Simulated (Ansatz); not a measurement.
Molecule: MoO, charge 0, multiplicity 5. SMILES: [Mo]=[O]
Geometry: optimised at B3LYP-D3(BJ)/def2-TZVP (Ansatz, an electronic-structure program).

Wanted: atomisation energy, in kcal/mol. Terms: atomisation electronic, to ground-state atoms; open shells spin-unrestricted; LANL2DZ with its own core potentials from Na on; no spin-orbit coupling; def2 sets with scalar-relativistic core potentials past Kr. Ab initio and DFT rows: single points at B3LYP-D3(BJ) geometries (Ansatz).

| species | coefficient | E at B3LYP/LANL2DZ (Ansatz), Eh | E at PBE0/def2-TZVPD (Ansatz), Eh |
|---|---|---|---|
| [O]=[Mo] (quintet) | -1 | -142.66851 | -143.30878 |
| Mo atom | +1 | -67.42213 | -68.10433 |
| O atom | +1 | -75.08172 | -75.01925 |

 1 Eh = 627.5095 kcal/mol.

**Question.** Compute it at each level from the table.

**Answer.** 
- B3LYP/LANL2DZ: the sum of coefficient times E is 0.16466 Eh, or 103.33 kcal/mol. Result: 103.3 kcal/mol.
- PBE0/def2-TZVPD: the sum of coefficient times E is 0.18520 Eh, or 116.21 kcal/mol. Result: 116.2 kcal/mol.
